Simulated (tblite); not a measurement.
A geometry optimisation, step by step.

Compound: C5H9N3OSi.
Numbering: `[CH3:1][CH2:2][c:3]1[n:4][cH:5][n:6][n:7][c:8]1[O:9][SiH3:10]` (hydrogens: H11, H12, H13 on C1; H14, H15 on C2; H16 on C5; H17, H18, H19 on Si10)

Computed with GFN2-xTB (tblite), gas phase: L-BFGS steps from a force-field or distance-geometry start until the largest atomic force falls under 0.01 eV/Å. 8 of its 88 geometries are shown.

Step 0: E = -813.1944 eV, largest atomic force 2.269 eV/Å
```
atom  x, y, z in Å  |  force x, y, z in eV/Å
C1      2.158   -1.228   -0.016   -0.400  -0.352  -0.359
C2      1.431   -0.366    1.012    0.535  -0.015   0.967
C3      0.597    0.690    0.383    1.427   1.322   0.079
N4      1.152    1.925    0.225   -1.331  -1.201  -0.054
C5      0.374    2.837   -0.351   -1.324  -0.668  -0.430
N6     -0.885    2.634   -0.806    0.763  -1.861   0.924
N7     -1.429    1.406   -0.660    1.716   0.893   0.438
C8     -0.693    0.437   -0.064   -2.072  -0.429  -0.820
O9     -1.233   -0.823    0.083    0.323   1.481  -0.251
Si10   -2.734   -1.381   -0.366   -0.443   0.134  -0.302
H11     1.435   -1.753   -0.661    0.245   0.202   0.254
H12     2.773   -1.977    0.481   -0.045   0.102  -0.003
H13     2.788   -0.611   -0.646    0.098   0.070  -0.046
H14     0.828   -1.001    1.675   -0.140   0.063  -0.334
H15     2.179    0.117    1.669   -0.183  -0.017  -0.384
H16     0.785    3.832   -0.479   -0.131  -0.157  -0.012
H17    -2.835   -2.808    0.014    0.458   0.418   0.062
H18    -3.803   -0.641    0.337    0.351  -0.052  -0.126
H19    -2.898   -1.280   -1.836    0.154   0.067   0.397
```

Step 12: E = -813.5797 eV, largest atomic force 0.131 eV/Å
```
atom  x, y, z in Å  |  force x, y, z in eV/Å
C1      2.151   -1.232   -0.016   -0.028  -0.007  -0.021
C2      1.441   -0.379    1.038    0.039  -0.049   0.053
C3      0.596    0.664    0.388    0.107   0.013   0.073
N4      1.096    1.870    0.237    0.064   0.003   0.024
C5      0.319    2.774   -0.359   -0.032  -0.060  -0.008
N6     -0.898    2.558   -0.789   -0.107   0.049  -0.058
N7     -1.424    1.367   -0.646   -0.005   0.051  -0.020
C8     -0.720    0.405   -0.079    0.006  -0.002  -0.018
O9     -1.254   -0.791    0.059    0.009  -0.037   0.015
Si10   -2.759   -1.306   -0.402    0.037  -0.016   0.024
H11     1.419   -1.734   -0.642    0.013  -0.042  -0.036
H12     2.774   -1.980    0.469   -0.038   0.014  -0.014
H13     2.783   -0.607   -0.642   -0.015  -0.002   0.000
H14     0.810   -1.016    1.660   -0.015  -0.024   0.000
H15     2.185    0.120    1.657    0.007   0.029   0.039
H16     0.735    3.764   -0.488   -0.068  -0.009  -0.023
H17    -2.604   -2.679    0.068   -0.003   0.011  -0.004
H18    -3.784   -0.570    0.335    0.060   0.013  -0.096
H19    -2.876   -1.219   -1.855   -0.031   0.065   0.069
```

Step 25: E = -813.5907 eV, largest atomic force 0.078 eV/Å
```
atom  x, y, z in Å  |  force x, y, z in eV/Å
C1      2.141   -1.234   -0.018   -0.015   0.010   0.014
C2      1.448   -0.384    1.049   -0.021   0.032   0.004
C3      0.610    0.670    0.404   -0.026  -0.005  -0.008
N4      1.091    1.884    0.243   -0.015  -0.014  -0.005
C5      0.295    2.766   -0.366   -0.001  -0.017  -0.006
N6     -0.918    2.533   -0.799   -0.015  -0.032   0.007
N7     -1.424    1.334   -0.644   -0.010  -0.020  -0.009
C8     -0.702    0.390   -0.069    0.012   0.008   0.000
O9     -1.222   -0.814    0.072    0.015   0.032  -0.008
Si10   -2.735   -1.299   -0.399    0.053   0.057   0.006
H11     1.404   -1.733   -0.642    0.010  -0.008  -0.014
H12     2.763   -1.986    0.460   -0.003  -0.014  -0.018
H13     2.770   -0.606   -0.646   -0.008  -0.014  -0.004
H14     0.800   -1.018    1.657    0.040  -0.007   0.014
H15     2.197    0.099    1.676   -0.008   0.016   0.013
H16     0.686    3.763   -0.512    0.002  -0.009   0.014
H17    -2.595   -2.672    0.068   -0.029  -0.021  -0.009
H18    -3.747   -0.522    0.302   -0.007   0.015   0.040
H19    -2.873   -1.163   -1.842    0.027  -0.009  -0.032
```

Step 37: E = -813.5953 eV, largest atomic force 0.039 eV/Å
```
atom  x, y, z in Å  |  force x, y, z in eV/Å
C1      2.133   -1.232   -0.018   -0.010   0.006   0.011
C2      1.457   -0.379    1.059    0.010   0.010  -0.005
C3      0.612    0.667    0.413    0.009   0.018   0.010
N4      1.077    1.886    0.247    0.008   0.011   0.009
C5      0.270    2.754   -0.370   -0.010  -0.013  -0.008
N6     -0.937    2.500   -0.809   -0.007   0.002  -0.004
N7     -1.425    1.294   -0.650   -0.006  -0.003  -0.001
C8     -0.691    0.368   -0.064    0.001  -0.006  -0.004
O9     -1.196   -0.840    0.082    0.001  -0.017   0.009
Si10   -2.719   -1.274   -0.404   -0.024  -0.014  -0.006
H11     1.383   -1.720   -0.638    0.015   0.003   0.008
H12     2.750   -1.996    0.447   -0.001   0.018  -0.016
H13     2.760   -0.609   -0.652   -0.002  -0.025   0.017
H14     0.822   -1.016    1.678    0.019   0.021  -0.003
H15     2.210    0.108    1.679    0.013  -0.001  -0.018
H16     0.644    3.757   -0.520    0.010  -0.031   0.022
H17    -2.642   -2.662    0.041   -0.006   0.016  -0.007
H18    -3.697   -0.473    0.321   -0.006  -0.003  -0.020
H19    -2.821   -1.125   -1.850   -0.015   0.008   0.007
```

Step 50: E = -813.5977 eV, largest atomic force 0.024 eV/Å
```
atom  x, y, z in Å  |  force x, y, z in eV/Å
C1      2.135   -1.235   -0.015    0.001  -0.007  -0.003
C2      1.482   -0.368    1.065   -0.004   0.011   0.001
C3      0.613    0.659    0.423   -0.012   0.008  -0.002
N4      1.062    1.885    0.259    0.005   0.005  -0.004
C5      0.251    2.742   -0.364    0.004   0.004  -0.001
N6     -0.948    2.473   -0.817   -0.001  -0.013   0.006
N7     -1.422    1.263   -0.654   -0.018  -0.006  -0.003
C8     -0.686    0.345   -0.057   -0.011   0.003  -0.003
O9     -1.194   -0.862    0.090   -0.010   0.008  -0.006
Si10   -2.727   -1.259   -0.416    0.009   0.006   0.001
H11     1.375   -1.717   -0.625   -0.016  -0.017   0.007
H12     2.749   -2.002    0.446    0.014  -0.008   0.005
H13     2.762   -0.622   -0.658    0.009   0.001  -0.002
H14     0.871   -0.994    1.718    0.005  -0.009  -0.005
H15     2.249    0.140    1.650    0.014  -0.001   0.007
H16     0.618    3.747   -0.509    0.001   0.016   0.004
H17    -2.683   -2.651    0.016    0.000   0.002  -0.002
H18    -3.697   -0.444    0.303    0.005  -0.002  -0.004
H19    -2.820   -1.090   -1.861    0.004  -0.001   0.004
```

Step 62: E = -813.5983 eV, largest atomic force 0.025 eV/Å
```
atom  x, y, z in Å  |  force x, y, z in eV/Å
C1      2.137   -1.244   -0.012   -0.011  -0.003  -0.005
C2      1.489   -0.364    1.061    0.009  -0.002  -0.007
C3      0.615    0.661    0.420   -0.007  -0.011   0.008
N4      1.058    1.889    0.256    0.001  -0.016   0.007
C5      0.241    2.745   -0.361    0.016  -0.004  -0.001
N6     -0.957    2.472   -0.813    0.006   0.004   0.012
N7     -1.426    1.261   -0.652   -0.002   0.003  -0.002
C8     -0.687    0.345   -0.054   -0.008  -0.005  -0.003
O9     -1.196   -0.861    0.094    0.010  -0.013  -0.002
Si10   -2.726   -1.254   -0.421    0.008   0.006   0.003
H11     1.372   -1.740   -0.605   -0.001  -0.016  -0.002
H12     2.760   -2.002    0.456   -0.005   0.014  -0.008
H13     2.756   -0.641   -0.673   -0.006  -0.002   0.014
H14     0.884   -0.989    1.721    0.001   0.023  -0.009
H15     2.261    0.146    1.638   -0.003   0.007   0.001
H16     0.604    3.753   -0.499   -0.009   0.014  -0.006
H17    -2.689   -2.648    0.008    0.001   0.006  -0.002
H18    -3.696   -0.437    0.294   -0.003  -0.003  -0.002
H19    -2.810   -1.082   -1.866    0.004  -0.003   0.003
```

Step 75: E = -813.5988 eV, largest atomic force 0.012 eV/Å
```
atom  x, y, z in Å  |  force x, y, z in eV/Å
C1      2.133   -1.257   -0.009   -0.004   0.005  -0.004
C2      1.496   -0.360    1.057   -0.005   0.010   0.000
C3      0.618    0.661    0.415   -0.003   0.004  -0.003
N4      1.056    1.891    0.254    0.002   0.001  -0.004
C5      0.234    2.748   -0.355   -0.001   0.000   0.010
N6     -0.967    2.474   -0.799    0.007   0.001  -0.002
N7     -1.431    1.259   -0.644    0.007   0.003   0.005
C8     -0.684    0.342   -0.056   -0.001   0.000   0.007
O9     -1.190   -0.865    0.090   -0.002  -0.002  -0.003
Si10   -2.722   -1.249   -0.428   -0.001  -0.006  -0.004
H11     1.365   -1.774   -0.580   -0.010  -0.003   0.002
H12     2.772   -1.997    0.465   -0.004   0.002   0.000
H13     2.734   -0.659   -0.690    0.005  -0.003  -0.011
H14     0.894   -0.971    1.732    0.005   0.001   0.005
H15     2.275    0.157    1.618   -0.002   0.001   0.009
H16     0.590    3.759   -0.488    0.000  -0.012  -0.002
H17    -2.695   -2.643    0.000    0.004  -0.003   0.000
H18    -3.695   -0.431    0.283    0.007   0.001  -0.001
H19    -2.794   -1.075   -1.873   -0.004  -0.002  -0.003
```

Step 87: E = -813.5993 eV, largest atomic force 0.009 eV/Å
```
atom  x, y, z in Å  |  force x, y, z in eV/Å
C1      2.120   -1.263   -0.006   -0.004  -0.003  -0.002
C2      1.502   -0.353    1.058    0.005  -0.005  -0.002
C3      0.620    0.664    0.417    0.006  -0.002  -0.003
N4      1.057    1.894    0.255    0.001   0.000   0.005
C5      0.232    2.751   -0.349   -0.003   0.002   0.005
N6     -0.973    2.478   -0.783   -0.001  -0.003  -0.004
N7     -1.433    1.262   -0.632   -0.006  -0.002  -0.006
C8     -0.681    0.343   -0.056   -0.002   0.004  -0.001
O9     -1.180   -0.869    0.077   -0.002   0.006   0.003
Si10   -2.714   -1.252   -0.440    0.000   0.001   0.002
H11     1.341   -1.793   -0.549   -0.002  -0.002  -0.002
H12     2.774   -1.993    0.465   -0.006   0.002  -0.002
H13     2.703   -0.677   -0.712   -0.002   0.000   0.006
H14     0.907   -0.957    1.747    0.004   0.006   0.003
H15     2.288    0.168    1.606    0.002  -0.004   0.001
H16     0.589    3.761   -0.487    0.003   0.006  -0.002
H17    -2.688   -2.645   -0.008    0.005  -0.004  -0.003
H18    -3.682   -0.429    0.272   -0.001  -0.001   0.002
H19    -2.791   -1.081   -1.884    0.003  -0.001   0.001
```

**Question.** Summarise the path.

**Answer.** The energy falls by 0.4048 eV from step 0 to step 87; nine tenths of that is first reached at step 8. It falls at every step. The largest force goes from 2.269 to 0.009 eV/Å. Among the bonds C8–O9 changes most, from 1.379 to 1.317 Å; the atoms move by 0.149 Å rms after alignment.

**Question.** Follow the three bonds and two angles with the largest change from start to end.

**Answer.** 
```tsv
step	E above end (eV)	largest force (eV/Å)	C8–O9 (Å)	C3–N4 (Å)	C5–N6 (Å)	O9–Si10–H17 (°)	C8–O9–Si10 (°)
0	0.4048	2.269	1.379	1.364	1.355	108.4	129.2
4	0.1010	0.442	1.323	1.317	1.305	107.3	132.1
8	0.0402	0.268	1.322	1.314	1.311	99.3	130.1
11	0.0224	0.181	1.319	1.314	1.308	96.4	128.4
15	0.0147	0.101	1.318	1.315	1.311	95.5	128.2
19	0.0118	0.055	1.317	1.315	1.309	95.7	127.6
23	0.0096	0.050	1.318	1.315	1.310	95.6	127.0
26	0.0081	0.075	1.319	1.315	1.309	95.6	126.3
30	0.0058	0.057	1.317	1.314	1.310	96.1	125.0
34	0.0047	0.046	1.317	1.315	1.309	96.2	124.3
38	0.0038	0.042	1.317	1.315	1.309	96.4	124.0
42	0.0030	0.050	1.317	1.315	1.309	96.4	123.5
45	0.0023	0.037	1.317	1.314	1.309	96.5	123.0
49	0.0017	0.027	1.317	1.315	1.309	96.4	122.8
53	0.0014	0.016	1.317	1.315	1.309	96.4	122.7
57	0.0013	0.016	1.317	1.315	1.309	96.4	122.6
61	0.0011	0.026	1.317	1.315	1.309	96.4	122.6
64	0.0008	0.025	1.317	1.315	1.310	96.4	122.4
68	0.0006	0.013	1.317	1.315	1.309	96.4	122.1
72	0.0005	0.013	1.317	1.315	1.309	96.4	122.1
76	0.0004	0.013	1.317	1.315	1.309	96.4	122.0
79	0.0003	0.017	1.317	1.315	1.309	96.4	122.1
83	0.0001	0.014	1.317	1.315	1.309	96.4	122.1
87	0.0000	0.009	1.317	1.315	1.309	96.4	122.0
```

What follows is the cost of the whole relaxation. On Arm Neoverse N1, one thread, shared host with 64 logical CPUs at a one-minute load of 59, this took 1.2 s of wall time.
